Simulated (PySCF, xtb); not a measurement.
ClFH3NSi, SMILES Cl[SiH](F)N.

Geometry optimised at B3LYP-D3(BJ)/def2-SVP. Other conformers were not sampled.

These are C-PCM-ωB97X/def2-SVP (PySCF 2.14.0) values and carry that method's errors.

The values are the electrostatic part of the solvation free energy, E(continuum) − E(gas) at the gas-phase geometry, in a cavity of scaled van der Waals radii (PySCF's table); cavitation and dispersion terms are not included. In vacuum the orbital gap is 14.15 eV. The dipole moment in vacuum is 2.70 D.

Computed values in water (ε = 78.36), acetone (ε = 20.49), 1-octanol (ε = 9.86):
```json
[
 {"solvent": "water", "ε": "78.36", "ΔG(elec) (kcal/mol)": "-5.0", "dipole (D)": "3.25", "gap (eV)": "14.22"},
 {"solvent": "acetone", "ε": "20.49", "ΔG(elec) (kcal/mol)": "-4.8", "dipole (D)": "3.23", "gap (eV)": "14.22"},
 {"solvent": "1-octanol", "ε": "9.86", "ΔG(elec) (kcal/mol)": "-4.5", "dipole (D)": "3.19", "gap (eV)": "14.24"}
]
```

For comparison, GFN2-xTB/ALPB(water) (xtb, at the GFN2-xTB geometry, all terms of that model) gives -3.9 kcal/mol.
